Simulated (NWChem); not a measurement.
System: diiodomethane (CH2I2); SMILES ICI

NWChem input:

```
start job
memory heap 200 mb stack 900 mb global 1100 mb
geometry units angstroms noautoz
  I      1.813414     0.000000     0.076257
  C      0.000000     0.000000    -1.056251
  I     -1.813414     0.000000     0.076257
  H      0.000000     0.902932    -1.674573
  H      0.000000    -0.902932    -1.674573
end
basis spherical
  * library def2-svpd
end
ecp
  I library def2-ecp
end
dft
  xc xpbe96 cpbe96
  iterations 150
  vectors input atomic output neutral.movecs
end
task dft energy
charge 1
dft
  odft
  mult 2
  vectors input atomic output cation.movecs
end
task dft energy
```

Output (shortened):

```
             Northwest Computational Chemistry Package (NWChem) 7.3.0
             --------------------------------------------------------

 C2V symmetry detected

                             Geometry "geometry" -> ""
                             -------------------------

 Output coordinates in angstroms (scale by  1.889725989 to convert to a.u.)

  No.       Tag          Charge          X              Y              Z
 ---- ---------------- ---------- -------------- -------------- --------------
    1 I                   53.0000     1.81341400     0.00000000     0.09032200
    2 C                    6.0000     0.00000000     0.00000000    -1.04218600
    3 I                   53.0000    -1.81341400     0.00000000     0.09032200
    4 H                    1.0000     0.00000000     0.90293200    -1.66050800
    5 H                    1.0000     0.00000000    -0.90293200    -1.66050800

 Effective nuclear repulsion energy (a.u.)     615.2621377391

      Symmetry information
      --------------------

 Group name             C2v
 Group number             16
 Group order               4
 No. of unique centers     3

 Summary of "ao basis" -> "ao basis" (spherical)
 ------------------------------------------------------------------------------
       Tag                 Description            Shells   Functions and Types
 ---------------- ------------------------------  ------  ---------------------
 I                         def2-svpd                13       35   5s5p3d
 C                         def2-svpd                 8       20   4s2p2d
 H                         def2-svpd                 4        8   2s2p

      Symmetry analysis of basis
      --------------------------

        a1         40
        a2         15
        b1         30
        b2         21

            General Information
            -------------------
          SCF calculation type: DFT
          Wavefunction type:  closed shell.
          No. of atoms     :     5
          No. of electrons :    58
           Alpha electrons :    29
            Beta electrons :    29
          Charge           :     0
          Spin multiplicity:     1
          Use of symmetry is: on ; symmetry adaption is: on
          Maximum number of iterations: 150
          AO basis - number of functions:   106
                     number of shells:    42
          Convergence on energy requested:  1.00D-06
          Convergence on density requested:  1.00D-05
          Convergence on gradient requested:  5.00D-04

              XC Information
              --------------
          PerdewBurkeErnzerhof Exchange Functional  1.000
            Perdew 1991 LDA Correlation Functional  1.000 local
           PerdewBurkeErnz. Correlation Functional  1.000 non-local

             Grid Information
             ----------------
          Grid used for XC integration:  medium
          Radial quadrature: Mura-Knowles
          Angular quadrature: Lebedev.
          Tag              B.-S. Rad. Rad. Pts. Rad. Cut. Ang. Pts.
          ---              ---------- --------- --------- ---------
          I                   1.40      123          15.0       590
          C                   0.70       49          11.0       434
          H                   0.35       45          11.0       434
          Grid pruning is: on
          Number of quadrature shells:   217
          Spatial weights used:  Erf1

      Superposition of Atomic Density Guess
      -------------------------------------

 Sum of atomic energies:        -732.87691910

      Non-variational initial energy
      ------------------------------

 Total energy =    -632.645591
 1-e energy   =   -1467.859395
 2-e energy   =     643.909911
 HOMO         =      -0.315302
 LUMO         =      -0.051185

      Symmetry analysis of molecular orbitals - initial
      -------------------------------------------------

  Numbering of irreducible representations:

     1 a1          2 a2          3 b1          4 b2

  Orbital symmetries:

     1 a1          2 a1          3 b1          4 a1          5 b1
     6 a1          7 b2          8 b1          9 a2         10 a1
    11 b1         12 a1         13 b2         14 a2         15 b1
    16 a1         17 b2         18 a2         19 b1         20 a1
    21 b1         22 a1         23 b2         24 a1         25 b1
    26 a2         27 a1         28 b2         29 b1         30 a1
    31 b1         32 a1         33 b1         34 a1         35 b2
    36 a2         37 b1         38 a1         39 b2

   convergence    iter        energy       DeltaE   RMS-Dens  Diis-err
 ---------------- ----- ----------------- --------- --------- ---------
 d= 0,ls=0.0,diis     1   -634.5233836616 -8.26D+02  1.67D-02  5.17D-01
 d= 0,ls=0.0,diis     2   -634.2192743256  3.04D-01  1.14D-02  2.68D+00
 d= 0,ls=0.0,diis     3   -634.5929351371 -3.74D-01  1.31D-03  1.17D-02
 d= 0,ls=0.0,diis     4   -634.5945678464 -1.63D-03  4.20D-04  9.25D-04
 d= 0,ls=0.0,diis     5   -634.5946989114 -1.31D-04  6.08D-05  3.88D-05
  Resetting Diis
 d= 0,ls=0.0,diis     6   -634.5947031410 -4.23D-06  8.10D-06  2.97D-07
 d= 0,ls=0.0,diis     7   -634.5947031883 -4.73D-08  3.19D-06  2.26D-08

         Total DFT energy =     -634.594703188306
      One electron energy =    -1469.363402016369
           Coulomb energy =      693.951923553057
    Exchange-Corr. energy =      -50.487117695298
 Nuclear repulsion energy =      191.303892970304

 Numeric. integr. density =       57.999982756746

                  Occupations of the irreducible representations
                  ----------------------------------------------

                     irrep           alpha         beta
                     --------     --------     --------
                     a1               11.0         11.0
                     a2                4.0          4.0
                     b1                9.0          9.0
                     b2                5.0          5.0

                       DFT Final Molecular Orbital Analysis
                       ------------------------------------

 Vector   27  Occ=2.000000D+00  E=-2.427725D-01  Symmetry=a2
              MO Center=  2.4D-15, -1.7D-15,  5.7D-02, r^2= 5.3D+00
   Bfn.  Coefficient  Atom+Function         Bfn.  Coefficient  Atom+Function
  ----- ------------  ---------------      ----- ------------  ---------------
    13      0.448025  1 I  py                68     -0.448025  3 I  py
    16      0.345448  1 I  py                71     -0.345448  3 I  py
    10     -0.179115  1 I  py                65      0.179115  3 I  py
     7     -0.145044  1 I  py                62      0.145044  3 I  py
    51      0.085115  2 C  d -2              96     -0.031585  4 H  px

 Vector   28  Occ=2.000000D+00  E=-2.366220D-01  Symmetry=b2
              MO Center=  1.3D-15,  4.9D-15,  1.3D-02, r^2= 5.2D+00
   Bfn.  Coefficient  Atom+Function         Bfn.  Coefficient  Atom+Function
  ----- ------------  ---------------      ----- ------------  ---------------
    13      0.427200  1 I  py                68      0.427200  3 I  py
    16      0.360716  1 I  py                71      0.360716  3 I  py
    10     -0.171207  1 I  py                65     -0.171207  3 I  py
     7     -0.138508  1 I  py                62     -0.138508  3 I  py
    92     -0.136435  4 H  s                100      0.136435  5 H  s

 Vector   29  Occ=2.000000D+00  E=-2.314198D-01  Symmetry=b1
              MO Center=  5.5D-14,  6.7D-16,  2.1D-02, r^2= 5.6D+00
   Bfn.  Coefficient  Atom+Function         Bfn.  Coefficient  Atom+Function
  ----- ------------  ---------------      ----- ------------  ---------------
    12      0.328658  1 I  px                67      0.328658  3 I  px
    14     -0.323204  1 I  pz                69      0.323204  3 I  pz
    17     -0.275939  1 I  pz                72      0.275939  3 I  pz
    15      0.261281  1 I  px                70      0.261281  3 I  px
     9     -0.129739  1 I  px                11      0.129667  1 I  pz

 Vector   30  Occ=0.000000D+00  E=-1.041527D-01  Symmetry=a1
              MO Center= -1.6D-13, -3.4D-14, -1.6D-01, r^2= 6.0D+00
   Bfn.  Coefficient  Atom+Function         Bfn.  Coefficient  Atom+Function
  ----- ------------  ---------------      ----- ------------  ---------------
    38      0.482068  2 C  s                 15      0.404532  1 I  px
    70     -0.404532  3 I  px                37      0.373125  2 C  s
    45      0.336592  2 C  pz                42      0.315987  2 C  pz
    12      0.292887  1 I  px                67     -0.292887  3 I  px
    17      0.158003  1 I  pz                72      0.158003  3 I  pz

 Vector   31  Occ=0.000000D+00  E=-5.907547D-02  Symmetry=b1
              MO Center=  1.5D-13, -6.0D-16, -6.3D-02, r^2= 6.7D+00
   Bfn.  Coefficient  Atom+Function         Bfn.  Coefficient  Atom+Function
  ----- ------------  ---------------      ----- ------------  ---------------
    43      0.497125  2 C  px                40      0.494108  2 C  px
    15      0.294664  1 I  px                70      0.294664  3 I  px
    17      0.276805  1 I  pz                72     -0.276805  3 I  pz
     4     -0.238011  1 I  s                 59      0.238011  3 I  s
     3     -0.233792  1 I  s                 58      0.233792  3 I  s

 Vector   32  Occ=0.000000D+00  E=-9.118565D-03  Symmetry=a1
              MO Center= -2.6D-13, -1.1D-13, -9.5D-01, r^2= 1.0D+01
   Bfn.  Coefficient  Atom+Function         Bfn.  Coefficient  Atom+Function
  ----- ------------  ---------------      ----- ------------  ---------------
     5      1.171156  1 I  s                 60      1.171156  3 I  s
    39     -0.605402  2 C  s                  4     -0.538435  1 I  s
    59     -0.538435  3 I  s                 38      0.526853  2 C  s
    92     -0.255988  4 H  s                100     -0.255988  5 H  s
    20     -0.230558  1 I  pz                75     -0.230558  3 I  pz

     Multipole analysis of the density
     ---------------------------------

[...]
```

Level: PBE/def2-SVPD with def2 effective core potentials on I, vertical spin-unrestricted ions. Geometry: optimised at PBE0/def2-SVP. def2 effective core potentials on I; no spin-orbit coupling.
